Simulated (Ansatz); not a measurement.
`B[SiH](N)[SiH2]F` → `B[SiH2]F` + `N[SiH]`  (silylene formation by 1,1-elimination)

Calculated with Ansatz (gas phase, PBE0-D4/def2-TZVP geometries, no zero-point term in ΔE). CCSD(T)/CBS adds triple-zeta CCSD(T) − MP2 to the extrapolated MP2 energy (def2 sets, frozen cores). This one scheme is used for every species. Functionals use def2-TZVPP. Each species was taken in one conformer, which may not be the lowest.

`B[SiH](N)[SiH2]F`:

Cartesian coordinates in Å:
```
B -0.826 1.802 -0.260
Si -0.361 -0.114 -0.533
N -1.494 -1.214 0.156
Si 1.750 -0.406 0.466
F 1.771 0.202 1.955
H -0.119 2.634 -0.749
H -1.752 2.175 0.400
H -0.068 -0.326 -1.992
H -2.475 -0.990 0.161
H -1.345 -2.209 0.133
H 2.804 0.294 -0.317
H 2.115 -1.846 0.578
```

`B[SiH2]F`:

```xyz
7

B    -0.929   -0.425   -0.637
Si    0.614    0.279    0.423
F     1.364   -0.845    1.292
H    -1.273   -1.568   -0.640
H    -1.547    0.346   -1.313
H     0.145    1.332    1.367
H     1.625    0.881   -0.492
```

`N[SiH]`:

```xyz
5

N    -0.400    0.329   -0.222
Si    0.980   -0.644   -0.468
H    -0.849    0.516    0.661
H    -0.864    0.792   -0.988
H     1.133   -0.994    1.016
```

| level | ΔE (eV) |
| --- | --- |
| r2SCAN-D4 | 1.73 |
| ωB97M-V | 1.44 |
| B2PLYP | 1.42 |
| PBE0 | 1.63 |
| HF/def2-TZVPP | 1.32 |
| MP2/def2-TZVPP | 1.58 |
| CCSD(T)/def2-TZVPP | 1.46 |
| CCSD/CBS(def2) | 1.51 |

**Question.** What does CCSD(T)/CBS give? (An estimate is asked.)

**Answer.** The calculation gave: +1.54 eV. The listed levels differ from it by 0.19, -0.10, -0.12, 0.09, -0.22, 0.04, -0.08, -0.03 eV.

Largest T1 diagnostic among the species: 0.015.

From PBE to PBE0 (25 % exact exchange), in def2-TZVPP and without D4, ΔE moves by +0.09 eV. The D4 term adds +0.17 eV with B3LYP and +0.10 eV with PBE0; it sums over pairs of atoms, weighted by their polarisabilities, and B3LYP, whose exchange is more repulsive, gets the larger term.

B3LYP here is the variant with VWN-RPA as its local correlation; programs differ in this.
